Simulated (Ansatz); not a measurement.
Cost and result up the ladder for B(THF)H3 (C4H11BO) (17 atoms). Charge 0, multiplicity 1. Geometry: PBE-D4/def2-SVP.

```xyz
17

B    -0.2916    1.0894   -1.9325
O     0.2738    0.5262   -0.5148
C     0.6827   -0.8695   -0.4675
C     0.7530   -1.1644    1.0222
C    -0.4664   -0.3901    1.5507
C    -0.4796    0.8770    0.6921
H     1.6390   -0.9421   -1.0177
H    -0.0873   -1.4784   -0.9904
H     0.7079   -2.2490    1.2396
H     1.6950   -0.7659    1.4528
H    -1.3914   -0.9785    1.3805
H    -0.4054   -0.1634    2.6327
H    -1.4909    1.1977    0.3754
H     0.0482    1.7350    1.1553
H     0.5690    0.7546   -2.7426
H    -0.3767    2.3015   -1.7537
H    -1.3792    0.5199   -2.0821
```

Ansatz; hardware A = 2 threads of AMD EPYC 7R13 on a shared host; B = 2 threads of AMD EPYC 7R13 on a shared host and a share (18 GiB) of an NVIDIA H100 80GB HBM3. Times are rough, and most runs start from the orbitals of an earlier one. r2SCAN0-D4/def2-TZVP serves as the yardstick here, not as an exact answer. Differences are given only for rows in sets of like size (and for xTB, whose basis is part of the method), since another set adds its own error. Binding counts from free atoms at the same level (B doublet, O triplet, C triplet, H doublet; other spins of the atoms weren't run), without zero-point energy or a counterpoise term.

LC-ωPBE has ω = 0.4 bohr⁻¹. B3LYP takes the VWN-RPA correlation. Correlated methods freeze 6 core orbitals. The rows differ in basis, and correlated rows in double-zeta sets carry the largest basis error.

Correlated methods converge slowly with the basis, most of all in double-zeta sets.

```
                              level  functions  binding energy per atom (eV)  difference from r2SCAN0-D4/def2-TZVP (eV)
                       HF/6-31G [A]         76                          2.85                                          –
               CCSD(T)/def2-SVP [B]        139                          3.85                                          –
              LC-ωPBE/def2-TZVP [A]        252                          3.99                                       0.03
PBE0-D4/def2-TZVP (with forces) [A]        252                          4.01                                       0.05
               PBE0-D4/def2-SVP [A]        139                          4.06                                          –
           r2SCAN0-D4/def2-TZVP [A]        252                          3.96                                       0.00
             PBE0-D4/def2-TZVPD [B]        324                          4.01                                       0.05
              BLYP-D4/def2-TZVP [A]        252                          3.98                                       0.01
                  MP2/def2-TZVP [A]        252                          3.90                                      -0.06
               PBE-D4/def2-TZVP [A]        252                          4.07                                       0.11
                PBE-D4/def2-SVP [A]        139                          4.11                                          –
             LC-ωPBE/def2-TZVPD [B]        324                          3.99                                       0.03
            r2SCAN-D4/def2-TZVP [A]        252                          4.00                                       0.04
                 B3LYP-D4/6-31G [A]         76                          3.93                                          –
```

(1) Estimate how long each takes.

Answers

(1) HF/6-31G [A] 1 s; B3LYP-D4/6-31G [A] 2.2 s; PBE-D4/def2-SVP [A] 2.4 s; PBE0-D4/def2-SVP [A] 3.5 s; BLYP-D4/def2-TZVP [A] 4.4 s; LC-ωPBE/def2-TZVP [A] 5.5 s; PBE-D4/def2-TZVP [A] 6 s; MP2/def2-TZVP [A] 7 s; r2SCAN-D4/def2-TZVP [A] 9.5 s; r2SCAN0-D4/def2-TZVP [A] 10 s; LC-ωPBE/def2-TZVPD [B] 13 s; CCSD(T)/def2-SVP [B] 14 s; PBE0-D4/def2-TZVPD [B] 14 s; PBE0-D4/def2-TZVP (with forces) [A] 16 s. On shared hardware such times vary by a factor of up to 3.
